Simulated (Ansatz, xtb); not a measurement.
**C3H3F3Se: which of two isomers lies lower**

We compare I, `FC1[C@@H](F)[Se][C@@H]1F`, a singlet, with II, `F[C@@H]1CC(F)(F)[Se]1`, a singlet. Both are isolated molecules in the gas phase, relaxed with PBE-D3(BJ)/def2-SVP.

Quicker runs give these differences E(II) − E(I): GFN2-xTB −33.3 kJ/mol; HF/STO-3G −52.2 kJ/mol (at GFN2-xTB geometries); r2SCAN-D4/def2-SVP −44.7 kJ/mol (at GFN2-xTB geometries).

Problem. Estimate E(II) − E(I) at the level CCSD(T)/def2-SVP + ΔMP2/def2-TZVPP.

Solution. Calculated at CCSD(T)/def2-SVP + ΔMP2/def2-TZVPP: E(II) − E(I) = −31.6 kJ/mol, so structure II lies lower.

How the difference moves with the method:

```json
{"level": "GFN2-xTB", "geometry": "GFN2-xTB", "E(II) − E(I) (kJ/mol)": "−33.3", "departure from the last row (kJ/mol)": "−1.7", "job, with rough time for the two": "optimisation, 0.24 s"}
{"level": "HF/STO-3G", "geometry": "GFN2-xTB", "E(II) − E(I) (kJ/mol)": "−52.2", "departure from the last row (kJ/mol)": "−20.6", "job, with rough time for the two": "single point, 0.48 s"}
{"level": "r2SCAN-D4/def2-SVP", "geometry": "GFN2-xTB", "E(II) − E(I) (kJ/mol)": "−44.7", "departure from the last row (kJ/mol)": "−13.1", "job, with rough time for the two": "single point, 3.6 s"}
{"level": "PBE-D3(BJ)/def2-SVP", "geometry": "PBE-D3(BJ)/def2-SVP", "E(II) − E(I) (kJ/mol)": "−41.2", "departure from the last row (kJ/mol)": "−9.7", "job, with rough time for the two": "optimisation, 23 s"}
{"level": "HF/def2-SVP", "geometry": "PBE-D3(BJ)/def2-SVP", "E(II) − E(I) (kJ/mol)": "−37.1", "departure from the last row (kJ/mol)": "−5.5", "job, with rough time for the two": "part of the CCSD(T) run"}
{"level": "MP2/def2-SVP", "geometry": "PBE-D3(BJ)/def2-SVP", "E(II) − E(I) (kJ/mol)": "−39.7", "departure from the last row (kJ/mol)": "−8.2", "job, with rough time for the two": "part of the CCSD(T) run"}
{"level": "CCSD(T)/def2-SVP", "geometry": "PBE-D3(BJ)/def2-SVP", "E(II) − E(I) (kJ/mol)": "−38.3", "departure from the last row (kJ/mol)": "−6.7", "job, with rough time for the two": "single point"}
{"level": "CCSD(T)/def2-SVP + ΔMP2/def2-TZVPP", "geometry": "PBE-D3(BJ)/def2-SVP", "E(II) − E(I) (kJ/mol)": "−31.6", "departure from the last row (kJ/mol)": "", "job, with rough time for the two": "single point, 81 s"}
```

As drawn, both hold the same kinds of bond in the same numbers.

The levels shown agree on the order. The largest departure from CCSD(T)/def2-SVP + ΔMP2/def2-TZVPP is that of HF/STO-3G, 20.6 kJ/mol. The last row adds to CCSD(T) the change of the MP2 difference between the two basis sets, here +6.7 kJ/mol.

With thermal terms from frequencies at re-optimised GFN2-xTB minima (ideal gas, soft modes damped towards free rotors, one conformer each, 298.15 K, 1 atm): on the last row, ΔE + ΔZPE = −31.6, ΔH = −31.5, ΔG = −31.3 kJ/mol.

The correlated steps freeze 15 core orbitals; the filled d shell of Se is correlated, in a basis made for valence electrons. Programs: Ansatz 0.2.0, xtb 6.7.1; the last row on 4 threads of Arm Neoverse V1 on a shared host.
